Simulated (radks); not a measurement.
Task: Valence configurations of the oxygen ion O2+ (all share [He]). Calculated with a radial shooting solver on a logarithmic mesh with Libxc functionals: non-relativistic Kohn-Sham, PBE, spin-polarised, spherical densities, point nucleus; open shells are filled with parallel spins first. Order these by energy: 2s0.5 2p3.5; 2s2 2p2; 2s1.5 2p2.5; 2p4; 2s1 2p3.

Result: From the lowest, in eV above it: 2s2 2p2 0.000; 2s1.5 2p2.5 4.453; 2s1 2p3 7.273; 2s0.5 2p3.5 19.447; 2p4 30.129. NIST lists [He] 2s2 2p2 as the ground configuration; this level of theory agrees among the configurations tried. The energies are those of spherical high-spin densities, not of single terms.
